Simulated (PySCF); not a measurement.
How methods differ on the ionisation energy of Au⁺

Au⁺ [Xe] 4f14 5d10 (1S) → Au²⁺ [Xe] 4f14 5d9 (2D), as a difference of total energies. Calculation: PySCF 2.14, in x2c-TZVPPall with one added diffuse shell each of s, p, d, f type (12s8p8d4f1g, 113 functions); scalar relativity by spin-free X2C-1e. Correlated levels: valence: [Xe] 4f14 frozen; valence and next inner shell: [Kr] 4d10 4f14 frozen. The calculations carry no spin-orbit coupling.

```json
{"method": "UHF", "ionisation energy (eV)": "18.960"}
{"method": "LDA", "ionisation energy (eV)": "21.448"}
{"method": "PBE", "ionisation energy (eV)": "20.968"}
{"method": "PBE0", "ionisation energy (eV)": "20.753"}
{"method": "r2SCAN", "ionisation energy (eV)": "20.719"}
{"method": "r2SCANh", "ionisation energy (eV)": "20.676"}
{"method": "B2PLYP", "ionisation energy (eV)": "20.761"}
{"method": "M06-L", "ionisation energy (eV)": "20.138"}
{"method": "MP2 (valence)", "ionisation energy (eV)": "20.830"}
{"method": "SCS-MP2 (valence)", "ionisation energy (eV)": "20.658"}
{"method": "MP2 (valence and next inner shell)", "ionisation energy (eV)": "20.893"}
{"method": "SCS-MP2 (valence and next inner shell)", "ionisation energy (eV)": "20.657"}
```

A first-order spin-orbit estimate (lowest level to lowest level, LS coupling) adds -0.687 eV.

Errors of the correlated levels include the incompleteness of this basis and the frozen core.

**Question.** Which method comes closest to the reference value, and which is furthest?

**Answer.** The reference is 20.203 ± 0.025 eV (measured; NIST Atomic Spectra Database, ionization energies). Closest: MP2 (valence and next inner shell) (error 0.003 eV); furthest: UHF (error -1.930 eV), both after the spin-orbit estimate.
